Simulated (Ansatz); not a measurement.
Basis-set series for ClH6MgNSi2, SMILES `[SiH3][N]([SiH3])[Mg][Cl]`. The species carries charge 0 and has multiplicity 1. All single points use the PBE0-D4/def2-TZVP geometry. It is one conformer, not always the lowest.

| functional | basis | functions | energy (Eh) | HOMO (eV) | LUMO (eV) |
| --- | --- | --- | --- | --- | --- |
| PBE0-D4 | def2-SVP | 116 | -1296.75589 | -7.51 | -1.62 |
| PBE0-D4 | def2-QZVPP | 510 | -1297.30565 | -7.61 | -1.71 |
| ωB97M-V | def2-SVP | 116 | -1297.21335 | -9.72 | -0.18 |
| ωB97M-V | def2-QZVPP | 510 | -1297.76061 | -9.87 | -0.37 |

Task: Give the rows for def2-TZVPP. (An estimate is asked.)

Result: Ansatz gave: 
```json
{"functional": "PBE0-D4", "basis": "def2-TZVPP", "functions": "273", "energy (Eh)": "-1297.25796", "HOMO (eV)": "-7.61", "LUMO (eV)": "-1.71"}
{"functional": "ωB97M-V", "basis": "def2-TZVPP", "functions": "273", "energy (Eh)": "-1297.71626", "HOMO (eV)": "-9.87", "LUMO (eV)": "-0.28"}
```
